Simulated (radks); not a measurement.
Results of a calculation; reference values are marked as such.
Task: The mean radii <r> (bohr) of the occupied orbitals of an atom or ion are listed with their occupations. Level of theory: Dirac Kohn-Sham, PBE, spin-unpolarised, spherical densities, finite nucleus; Fermi nuclear charge, rms radius of each element as measured or else 0.836 A^(1/3) + 0.57 fm (a radial shooting solver on a logarithmic mesh with Libxc functionals).

orbital  occ.      <r>
1s1/2       2  0.08016

Name the element and its charge. Open shells, if any, fill j = l - 1/2 first.

Result: Z = 19, potassium, charge +17: K17+ in [He]. The 1s radius gives Z: for a bare nucleus <r> = (2 gamma + 1)/(2Z) with gamma = sqrt(1 - (Z/c)^2), 0.07844 bohr for Z = 19, and screening makes it slightly larger (0.08016 here). The occupations add up to 2, and the charge is Z minus that.
